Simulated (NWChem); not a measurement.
C3H3N2, doublet; SMILES N1=C[N]C=C1

Results from NWChem. Pople sets run with spherical d functions. Spin-unrestricted. In the optimisation the excess spin sits in b2 (C2v, its own frame). Structure relaxed at the PBE-D3(BJ)/def2-SVP, spin-unrestricted level. No stability test was run on the SCF state. Level TPSS/6-31G*: energy and gradient; each run changes one setting, and changes count from the defaults (medium grid, exact Coulomb integrals, symmetry on).

Question: Which setting moves the energy most, and by about how much (coarse grid; symmetry off; Becke weights; Coulomb fitting, Ahlrichs set; defaults; Coulomb fitting, Weigend set)?

Answer: Coulomb fitting, Ahlrichs set, by about 700 μHa.
```csv
setting,size of the energy change (μHa),largest change of a gradient component (μHa/bohr),"time, defaults = 1 (rough)"
defaults,< 10,< 30,about 1
symmetry off,< 10,other frame,2
"Coulomb fitting, Weigend set",200,100,about 1
coarse grid,200,200,about 1
Becke weights,< 10,< 30,about 1
"Coulomb fitting, Ahlrichs set",700,90,0.5
```
